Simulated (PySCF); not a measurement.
Compound: BCl₂F.
Structure used (PBE0-D3(BJ)/def2-SVP), in Å, numbered top down from 1:
```
atom  x, y, z in Å
B1    -0.0513   -0.0843    0.0002
Cl2    1.6900   -0.1472    0.0153
Cl3   -0.9044    1.4351   -0.0204
F4    -0.7342   -1.2036    0.0049
```

Level of theory: TDDFT wB97X-D/def2-SVPD, vertical, gas phase, core orbitals frozen in the response (PySCF 2.14.0, density-fitted response routines).

Computed states:

| state | E (eV) | f |
| --- | --- | --- |
| S1 | 6.81 | 0.0000 |
| S2 | 7.74 | 0.0006 |
| S3 | 7.86 | 0.169 |
| S4 | 8.66 | 0.056 |
| S5 | 8.73 | 0.0001 |
| S6 | 8.73 | 0.037 |
| S7 | 9.05 | 0.0000 |
| S8 | 9.52 | 0.133 |
| S9 | 9.81 | 0.031 |
| S10 | 9.88 | 0.140 |

Each state is given a Gaussian of 0.5 eV full width at half maximum, with ε(max) = 2.175×10⁸ f / Δν̃ (Δν̃ the width in cm⁻¹). The width is an assumption, not a result. The curve ends short of the highest state used, and states not computed would add to its high-energy end.

(1) Give the broadened spectrum and its maxima.

(2) Coming from long wavelengths, where does ε first pass 100 L mol⁻¹ cm⁻¹?

## Answers

(1) 
(λ (nm), ε (L mol⁻¹ cm⁻¹)): (133.6, 4196), (135.3, 2294), (136.9, 1876), (138.6, 2673), (140.2, 3919), (141.9, 4856), (143.5, 4821), (145.2, 3892), (146.8, 2759), (148.5, 1996), (150.1, 2136), (151.8, 3340), (153.4, 5230), (155.1, 7390), (156.7, 8800), (158.4, 9041), (160.0, 8050), (161.7, 6176), (163.3, 4246), (165.0, 2517), (166.7, 1323), (168.3, 651), (170.0, 276), (171.6, 113), (173.3, 40), (174.9, 14), (176.6, 4), (178.2, 1), (179.9, 0), (181.5, 0), (183.2, 0), (184.8, 0), (186.5, 0), (188.1, 0), (189.8, 0), (191.4, 0), (193.1, 0), (194.7, 0), (196.4, 0), (198.0, 0), (199.7, 0), (201.3, 0), (203.0, 0), (204.6, 0)

Maxima: 158 nm (7.85 eV), ε about 9100, made up of S3 (100%); 143 nm (8.69 eV), ε about 5000, made up of S4 (60%) and S6 (40%) (ε in L mol⁻¹ cm⁻¹; maxima over ε = 5, shares over 10%). At its high-energy end, 9.28 eV, the curve is still rising (ε about 4200, from S8).

(2) At about 172 nm (7.22 eV), 0.41 eV above S1.
